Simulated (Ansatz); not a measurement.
Start from `C=C(F)Br` and change one atom or group to get `C=[C](F)[AlH][OH]`.

Ansatz, PBE0-D4/def2-TZVP geometries, multiplicity 1. Each molecule was computed in one conformer, which needn't be the lowest.

Scalar relativity is left out up to krypton.

```csv
property,`C=C(F)Br`
LUMO energy (ωB97M-V/def2-TZVPP) / eV,2.00
HOMO–LUMO gap (B3LYP/def2-TZVPP) / eV,6.94
LUMO energy (B3LYP/def2-TZVPP) / eV,-0.42
size of the dipole moment (ωB97M-V/def2-TZVPP) / D,1.25
HOMO–LUMO gap (PBE/def2-TZVPP) / eV,5.22
HOMO energy (ωB97M-V/def2-TZVPP) / eV,-9.78
```

(1) What does the change do to each property? (Best estimate.)

Answers

(1) Computed: 
```tsv
property	`C=[C](F)[AlH][OH]`	shift
LUMO energy (ωB97M-V/def2-TZVPP) / eV	0.46	-1.54
HOMO–LUMO gap (B3LYP/def2-TZVPP) / eV	5.89	-1.05
LUMO energy (B3LYP/def2-TZVPP) / eV	-1.51	-1.09
size of the dipole moment (ωB97M-V/def2-TZVPP) / D	1.90	0.65
HOMO–LUMO gap (PBE/def2-TZVPP) / eV	4.33	-0.89
HOMO energy (ωB97M-V/def2-TZVPP) / eV	-9.88	-0.10
```

With PBE0 the HOMO falls by 0.05 eV and the LUMO falls by 1.12 eV, so the gap narrows by about 1.07 eV. PBE moves the HOMO by -0.04 eV and ωB97M-V by -0.10 eV. Dipoles are sizes alone; their direction can turn.

B3LYP here is the variant with VWN-RPA as its local correlation; programs differ in this.

Spin–orbit coupling is left out; it splits and shifts lone-pair levels of the heavy atoms by tenths of an eV.
